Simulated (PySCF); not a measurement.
An unknown is described by computed data only.

Formula: H10N2Si3.

| Quantity | Value |
| --- | --- |
| Rotational structure | rotational constants A, B, C: 9.894, 0.779, 0.762 GHz [PBE0-D3(BJ)/def2-SVP] |
| Valence photoelectron | vertical ionisation energy: 9.06 eV [ΔSCF PBE0/def2-SVPD] |
| Polarisability | 98.0 au [PBE0/def2-SVPD] |
| XPS | Si2p3/2 107.0 (×2), Si2p3/2 107.0, N1s 404.2 (×2), Si1s 1846.9 (×2), Si1s 1847.0 eV [ΔSCF SCAN, pcX-2 on the ionised atom, pcseg-1 elsewhere, spin-free X2C, 2p3/2 from a spin–orbit splitting computed afterwards within the 2p shell] |
| Dipole | 0.98 D [PBE0/def2-SVPD] |
| UV, first state | lowest singlet excitation: 6.15 eV (201 nm, f = 0.022) [TDDFT PBE0/def2-SVPD] |
| 1H NMR | chemical shifts (computed TMS as zero) by class: 4.83 (2 H), 4.71 (6 H), -0.18 (2 H) ppm [GIAO PBE0/pcSseg-1] |
| Triplet | lowest triplet excitation (Tamm–Dancoff): 5.86 eV [TDA PBE0/def2-SVPD] |
| NMR, other nuclei | isotropic shieldings of nuclei other than C and H, by class: 238 (2 N), 378 (1 Si), 405 (2 Si) ppm [GIAO PBE0/pcSseg-1] |

Gas-phase values; electronic properties from PySCF, density fitting. Levels stand in brackets. The structure is a single PBE0-D3(BJ)/def2-SVP conformer in the gas phase; no vibrational or solvent corrections. Each NMR value is the plain mean over a class of atoms that symmetry, rotation or inversion makes alike.

Task: What is the compound? Reason from the data.

Result: Numbering: `[SiH3:1][NH:2][SiH2:3][NH:4][SiH3:5]`. Its formula, H10N2Si3, gives 0 degrees of unsaturation, so no ring and no π bond. Hydrogen classes from least to most shielded: 2 H on an SiH2 silicon, Si3 (4.83 ppm), 6 H on 2 SiH3 silicons, Si1/Si5 (4.71 ppm), 2 H on 2 like atoms (nitrogen bridging silicon atoms), N2/N4 (-0.18 ppm). The other shieldings belong to: 238 ppm, nitrogen bridging silicon atoms [N2/N4]; 378 ppm, SiH2 silicon [Si3]; 405 ppm, SiH3 silicon [Si1/Si5]. The core levels belong to: Si2p3/2 107.0 eV, SiH3 silicon [Si1/Si5]; Si2p3/2 107.0 eV, SiH2 silicon [Si3]; N1s 404.2 eV, nitrogen bridging silicon atoms [N2/N4]; Si1s 1846.9 eV, SiH3 silicon [Si1/Si5]; Si1s 1847.0 eV, SiH2 silicon [Si3]. The first electron is taken from the HOMO, whose largest Löwdin shares are 0.29 on each of 2 atoms of one kind (nitrogen bridging silicon atoms) and 0.07 on the SiH2 silicon. The optimised geometry has point group C2 and is an asymmetric top. Structure: `[SiH3]N[SiH2]N[SiH3]`. The assignments are read from this structure; whether some other isomer fits the data as well wasn't checked.

The values belong to the conformer `[SiH3:1][NH:2][SiH2:3][NH:4][SiH3:5]`: Si1–N2–Si3–N4 124°, N2–Si3–N4–Si5 125°.
